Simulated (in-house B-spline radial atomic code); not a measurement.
Configurations of Cl+, with energies counted from [Ne] 3s2 (3p1/2)2 (3p3/2)2. All numbers are computed (Dirac-Hartree-Fock, average of each configuration as written; Fermi nucleus of rms radius 3.3654 fm) with a B-spline radial code for spherical atoms, not measured. Energies include first-order Breit, QED and recoil terms.

Occupations are held fixed; configurations that lie above the ionisation limit could autoionise.

| configuration | E - E(ref) (eV) | highest orbital | its <r> (bohr) |
| --- | --- | --- | --- |
| [Ne] 3s2 (3p1/2)1 (3p3/2)3 | -0.11371 | 3p3/2 | 1.715 |
| [Ne] 3s1 (3p1/2)2 (3p3/2)2 (3d3/2)1 | 30.195 | 3d3/2 | 2.751 |
| [He] 2s2 (2p1/2)1 (2p3/2)4 3s2 (3p1/2)2 (3p3/2)2 (3d5/2)1 | 215.9 | 3d5/2 | 2.655 |
| [He] 2s2 (2p1/2)2 (2p3/2)3 3s2 (3p3/2)4 6s1 | 221.19 | 6s1/2 | 14.3 |
| [He] 2s2 (2p1/2)2 (2p3/2)3 3s2 (3p3/2)4 (5f7/2)1 | 221.88 | 5f7/2 | 15.65 |
| [He] 2s2 (2p1/2)2 (2p3/2)3 3s2 (3p3/2)4 (7d3/2)1 | 222.79 | 7d3/2 | 30.46 |

Question: Order these further configurations by energy, lowest first.
A. [Ne] 3s2 (3p3/2)3 (3d3/2)1
B. [Ne] 3s1 (3p1/2)2 (3p3/2)2 (4d5/2)1
C. [Ne] 3s2 (3p3/2)4
D. [Ne] 3s2 (3p1/2)2 (3p3/2)1 5s1
E. [Ne] 3s2 (3p1/2)2 (3p3/2)1 7s1

Answer: C (0.73923 eV), A (17.05 eV), D (19.712 eV), E (22.589 eV), B (34.94 eV).

Question: How far above the reference does [Ne] 3s2 (3p3/2)3 6s1 lie?

Answer: 21.933 eV; its least bound orbital is 6s1/2 with <r> = 14.57 bohr.

Question: Is the reference the lowest configuration at this level of theory?

Answer: No: [Ne] 3s2 (3p1/2)1 (3p3/2)3 lies 0.1137 eV lower. Averages of configurations without correlation can order differently from the measured ground levels.
